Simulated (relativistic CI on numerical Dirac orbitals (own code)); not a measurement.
One change at a time: Pt²⁵⁺

Base calculation: Dirac-Coulomb-Breit CI, separate exchange-only KLI orbitals for each configuration, model QED, unscaled Slater integrals.

Configurations in the expansion (outside the closed core [Ar] 3d10): 4s2 4p6 4d10 4f7, 4s2 4p6 4d10 4f6 5s, 4s2 4p6 4d10 4f5 5s2, 4s2 4p6 4d9 4f8, 4s2 4p6 4d10 4f6 5p, 4s2 4p5 4d10 4f8, 4s2 4p6 4d10 4f6 6s, 4s 4p6 4d10 4f8, 4p6 4d10 4f9. Levels of other configurations are missing.

Variants: (1) non-relativistic limit; (2) only the first configuration. Shifts of the energy above 4s2 4p6 4d10 4f7 8S°_7/2, in cm⁻¹, for the lowest level and the first level of each name with at least 55 % of one term (blank where a level changes its place among those of its configuration and J or its character, or is not in the variant):

```csv
Level,Base,Δ(1),Δ(2)
4s2 4p6 4d10 4f7 8S°_7/2,0.0,0.0,0.0
4s2 4p6 4d10 4f7 6P°_3/2,82482.1,+3674.3,+1326.3
4s2 4p6 4d10 4f7 6I°_17/2,86147.7,+5331.1,+805.8
4s2 4p6 4d10 4f7 6I°_11/2,89553.6,+1925.2,+933.9
4s2 4p6 4d10 4f7 6I°_13/2,91929.2,-450.4,+910.2
4s2 4p6 4d10 4f7 6I°_15/2,92335.2,-856.4,+791.2
4s2 4p6 4d10 4f7 6D°_1/2,110434.4,-8777.8,+1532.4
4s2 4p6 4d10 4f7 6D°_3/2,112679.3,-11022.7,+1478.5
4s2 4p6 4d10 4f7 4N°_23/2,137253.2,+4659.7,+151.4
4s2 4p6 4d10 4f7 4N°_21/2,143040.6,-1127.8,+298.6
4s2 4p6 4d10 4f7 4L°_19/2,155700.6,-6672.2,+762.1
```

At this charge energies of transitions that change n are usually good to better than 1 %, and those within a shell (Δn = 0) to a few per cent. Terms inside the open d or f shell come out 10 to 20 % too wide with unscaled integrals.

Ionisation energy from the two ground configurations alone: base 804.234 eV. The NIST ASD value (theoretical) is 820 eV.

LS names give the leading component of a level, which can be under half, so a name can repeat, a term be missing and a line seem to break the LS rules.
